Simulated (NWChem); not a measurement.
C5H3N; SMILES C#C/C=C/C#N

Computed with NWChem. Medium grid unless said otherwise, to which SCAN and Minnesota functionals are sensitive. Structure relaxed at the PBE-D3(BJ)/def2-SVP level. Total energies of different functionals are on different scales.

| level | energy (Ha) | highest occupied level (eV) | orbital gap (eV) | dipole (D) | relative time |
|---|---|---|---|---|---|
| B3LYP/def2-SVP | -246.7960 | -7.38 | 4.78 | 4.02 | 1 |
| PBE/def2-SVP | -246.4880 | -6.60 | 3.32 | 3.92 | 1 |
| OLYP/def2-SVP | -246.7258 | -6.44 | 3.35 | 3.92 | 1 |
| r2SCAN0/def2-SVP | -246.6021 | -7.84 | 5.34 | 4.20 | 1 |
| RPBE/def2-SVP | -246.8263 | -6.53 | 3.34 | 3.89 | 1 |
| LC-BLYP (range parameter 0.33 per bohr)/def2-SVP | -246.1285 | -9.72 | 9.29 | 3.91 | 5 |
| CAM-B3LYP/def2-SVP | -246.6522 | -8.80 | 7.46 | 4.02 | 5 |
| revPBE/def2-SVP | -246.7398 | -6.54 | 3.34 | 3.91 | 1 |
| PW91/def2-SVP | -246.6993 | -6.63 | 3.32 | 3.93 | 1 |
| LC-wPBE (HJS exchange hole, range parameter 0.4 per bohr)/def2-SVP | -246.5719 | -10.19 | 9.81 | 4.01 | 4 |

Relative times are rough (shared machine, one core).
